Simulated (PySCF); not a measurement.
AsF⁻: energy against distance

Set-up: PySCF, scalar-relativistic core potentials, basis sets As aug-cc-pVDZ-PP with ECP10, F aug-cc-pVDZ. Energies in eV from As + F⁻ in their ground configurations at the same level. All curves are PBE0. state 1: ²Π (doublet), unpaired electrons π ↑; state 2: ⁴Σ⁻ (quartet), unpaired electrons σ ↑, π ↑↑, a second solution, started from another occupation; state 3: Ms = 0.5 determinant of mixed spin (⟨S²⟩ near 1.8), unpaired electrons σ ↓, π ↑↑, a second solution, started from another occupation; state 4: Ms = 0.5 determinant of mixed spin (⟨S²⟩ near 1.8), unpaired electrons σ ↑, π ↑↓, a mixture of terms (⟨Lz²⟩ = 2.0), a second solution, started from another occupation.

```tsv
R (Å)	state 1	state 2	state 3	state 4
1.611	-0.882	0.3894	0.6587	0.8531
1.686	-1.360	-0.1217	0.1944	0.3663
1.761	-1.614	-0.4598	-0.0942	0.0527
1.817	-1.700	-0.6363	-0.2345	-0.1065
1.873	-1.720	-0.7651	-0.3300	-0.2196
1.929	-1.693	-0.8577	-0.3931	-0.2983
2.004	-1.601	-0.9383	-0.4412	-0.3633
2.098	-1.431	-0.9878	-0.4605	-0.3974
2.210	-1.183	-0.9946	-0.4426	-0.3902
2.360	-0.831	-0.9474	-0.3746	-0.3289
```

Question: Put a parabola through the three lowest points of the state 1 curve and estimate Re, k and ωe (reduced mass 15.16 u; 1 eV/Å² = 0.16022 mdyn/Å; ωe = 1302.8·√(k/μ) cm⁻¹).

Answer: Through R = 1.817, 1.873, 1.929 Å the second-order coefficient is 7.49 eV/Å², so Re ≈ 1.869 Å, k ≈ 2.40 mdyn/Å and ωe ≈ 518 cm⁻¹. A polynomial fit of higher order to the unrounded PBE0 energies gives Re = 1.866 Å, k = 2.55 mdyn/Å, ωe = 534 cm⁻¹; anharmonicity and rounding make the difference.

The higher-order fit for each curve: state 1: Re = 1.866 Å, ωe = 534 cm⁻¹, De = 1.72 eV; state 2: Re = 2.169 Å, ωe = 250 cm⁻¹, minimum 1.00 eV below the ground-state fragments; state 3: Re = 2.102 Å, ωe = 251 cm⁻¹, minimum 0.460 eV below the ground-state fragments; state 4: Re = 2.134 Å, ωe = 257 cm⁻¹, minimum 0.400 eV below the ground-state fragments.

Spin–orbit coupling is left out. For an ion De counts to the pair picked by the measured ionisation energies or electron affinities, which need not be the lowest pair at this level. The highest Kohn–Sham level is positive in this anion. Much of that is self-interaction error, but it also means that the finite basis helps to hold the extra electron. The state was picked by a PBE0 search and need not be the measured ground state.
